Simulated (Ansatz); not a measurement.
`[GeH3][Se][GeH3]` + `[SiH3][SiH3]` → `[SiH3][SiH2][GeH3]` + `[GeH3][SeH]` at 400 K and 1 bar (formal exchange of groups at a Ge–Se bond).

Isolated molecules relaxed with PBE0-D4/def2-TZVP in Ansatz; ΔE leaves out vibrations. CCSD(T)/CBS adds triple-zeta CCSD(T) − MP2 to the extrapolated MP2 energy (def2 sets, frozen cores). For Ge, Se outer-core shells are correlated without core-valence functions, which leaves a few kJ/mol of doubt a bond. Scalar relativity is left out up to krypton.

```json
{"species": "`[GeH3][Se][GeH3]`", "CCSD(T)/CBS energy (Eh)": "-6556.56757", "H − E (kJ/mol)": "159.0", "S (J/(mol·K))": "406.0"}
{"species": "`[SiH3][SiH3]`", "CCSD(T)/CBS energy (Eh)": "-581.74359", "H − E (kJ/mol)": "152.8", "S (J/(mol·K))": "300.2"}
{"species": "`[SiH3][SiH2][GeH3]`", "CCSD(T)/CBS energy (Eh)": "-2659.06477", "H − E (kJ/mol)": "206.5", "S (J/(mol·K))": "405.1"}
{"species": "`[GeH3][SeH]`", "CCSD(T)/CBS energy (Eh)": "-4479.23116", "H − E (kJ/mol)": "104.1", "S (J/(mol·K))": "322.4"}
```

H − E and S are ideal-gas, rigid-rotor, harmonic terms from PBE0-D4/def2-TZVP. 1 Eh = 2625.50 kJ/mol, R = 8.31446 J/(mol·K).

Task: By hand: ΔE, ΔH, ΔS and ΔG.

Result: ΔE = (-2659.06477) + (-4479.23116) − (-6556.56757) − (-581.74359) = 0.01523 Eh = 40.0 kJ/mol. Δ(H − E) = 206.5 + 104.1 − 159.0 − 152.8 = -1.2, so ΔH = 38.8 kJ/mol. ΔS = 405.1 + 322.4 − 406.0 − 300.2 = 21.3 J/(mol·K). ΔG = 38.8 − 400 × (21.3)/1000 = 30.3 kJ/mol.

Task: By hand: the equilibrium constant, and the temperature at which ΔG would vanish if ΔH and ΔS stayed fixed.

Result: log₁₀ K = −ΔG/(RT ln 10) = -4.0. ΔG = 0 at ΔH/ΔS = 1822 K.

ΔH outweighs TΔS. A doubt of 5 kJ/mol in ΔE shifts log₁₀ K by 0.7 here. Modes under 60 cm⁻¹, often nearly free rotors, make the harmonic entropy too high. These are equilibria of isolated gas molecules and say nothing of rates. Largest T1 diagnostic: 0.013 (customary marks: 0.02 for closed shells, 0.045 for open ones).
